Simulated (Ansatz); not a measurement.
Species: SiHSCl, charge 0, singlet. A triplet may lie lower; no result for it is given here. SiHSCl (SMILES S[Si]Cl).
B3LYP-D3(BJ)/def2-TZVP minimum from Ansatz (an electronic-structure program):
```
Si
Cl 1 2.1030
S 1 2.1513 2 97.44
H 3 1.3466 1 93.30 2 -180.00
```

Hartree-Fock and CCSD correlation energies in hartree (Ansatz). Radicals and triplets start from unrestricted determinants; spin-orbit coupling is neglected. Cores are frozen in correlated methods. No relativity. The restricted determinant of HClSSi (S[Si]Cl, singlet) is unstable towards broken spin symmetry in at least one set run.

```tsv
basis	X	E(HF)	E(corr, CCSD)
cc-pV(T+d)Z	3	-1146.65304	-0.50610
cc-pV(Q+d)Z	4	-1146.66260	-0.54428
cc-pV(5+d)Z	5	-1146.66435	withheld
```

Problem. Fit E(corr) = E∞ + A/X³ to X = 3 and 4, predict X = 5, and compare with the run.

Solution. A = (-0.50610 - (-0.54428))/(1/27 - 1/64) = 1.7831; E∞ = -0.54428 - A/64 = -0.57214; at X = 5, E∞ + A/125 = -0.55788. The run gave -0.55708, 0.80 mEh above the prediction. The same form on X = 4 and 5 gives E∞ = -0.57051, 1.63 mEh above the first estimate.
